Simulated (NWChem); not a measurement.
Molecule: NbSCl3; SMILES [S]=[Nb]([Cl])([Cl])[Cl]

Computed with NWChem. Coordinates come from a PBE-D3(BJ)/def2-SVP optimisation. def2 effective core potentials on Nb; no spin-orbit coupling. Level r2SCAN/def2-SVP: energy and gradient on several grids; changes count from the extra-fine grid, which is no exact limit either.

Task: Which is the coarsest grid (xcoarse; coarse; medium; xfine; fine) from which on the energy stays within 500 μHa and each gradient component within 500 μHa/bohr of xfine?

Result: coarse.
```tsv
grid	size of the energy change (μHa)	largest change of a gradient component (μHa/bohr)
xcoarse	4000	200
coarse	40	30
medium	70	< 30
fine	< 10	< 30
xfine	< 10	< 30
```
